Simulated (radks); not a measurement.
Numerical settings for the europium ion Eu2+, [Xe] 4f7. Method: non-relativistic Kohn-Sham, r2SCAN, spin-unpolarised, spherical densities, point nucleus; meta-GGA in the generalised Kohn-Sham scheme; relativity is left out, which matters for an element this heavy; computed with a radial shooting solver on a logarithmic mesh with Libxc functionals. The defaults (mesh step 0.008 in ln r, mesh end at 40 bohr or more with all orbitals vanishing there, Anderson mixing 0.5 over 9 steps, residual threshold near 1e-9 with the energy settled to 1e-9 hartree or 1e-11 of itself, here a cap of 93 iterations) give E = -10425.968 hartree and 4f at -18.742 eV in 12 iterations. Run on one thread of a shared host, so times are rough (Arm Neoverse N1): 0.15 s of CPU time, 0.15 s wall, 12 iterations on 2541 mesh points. Changes against that run (0 stands for a change within the tolerance of the run):

mesh step in ln r 0.03: iterations 12; converged yes; E (mhartree) -0.263; e(4f) (meV) +0.022; CPU (s) 0.05
mesh step in ln r 0.02: iterations 12; converged yes; E (mhartree) -0.104; e(4f) (meV) 0; CPU (s) 0.07
mesh step in ln r 0.005: iterations 12; converged yes; E (mhartree) 0; e(4f) (meV) 0; CPU (s) 0.23
mesh end (bohr) 20: iterations 12; converged yes; E (mhartree) 0; e(4f) (meV) 0; CPU (s) 0.14
mesh end (bohr) 1: iterations 9; converged level above zero; E (mhartree) +2.49e+05; e(4f) (meV) +3.44e+05; CPU (s) 0.08
residual threshold 0.01: iterations 10; converged yes; E (mhartree) 0; e(4f) (meV) -2.96; CPU (s) 0.13
residual threshold 0.001: iterations 10; converged yes; E (mhartree) 0; e(4f) (meV) -2.96; CPU (s) 0.13
mixing 2.5: iterations 24; converged yes; E (mhartree) 0; e(4f) (meV) -0.0536; CPU (s) 0.28
linear mixing, mixing 0.05: iterations 93; converged no; E (mhartree) +0.00754; e(4f) (meV) -66.4; CPU (s) 0.81
linear mixing, mixing 0.5: iterations 22; converged yes; E (mhartree) 0; e(4f) (meV) -0.00528; CPU (s) 0.21
mixing history 2: iterations 16; converged yes; E (mhartree) 0; e(4f) (meV) +0.0268; CPU (s) 0.18
iteration cap 3: iterations 3; converged no; E (mhartree) +46.1; e(4f) (meV) -1.38e+03; CPU (s) 0.04

Settled on a wrong energy, with an occupied level pushed above zero by the early mesh end: mesh end (bohr) 1 (+249 hartree). Apart from these: no run marked as converged misses the energy by more than 1 mhartree. A mesh that ends early acts as a hard wall.
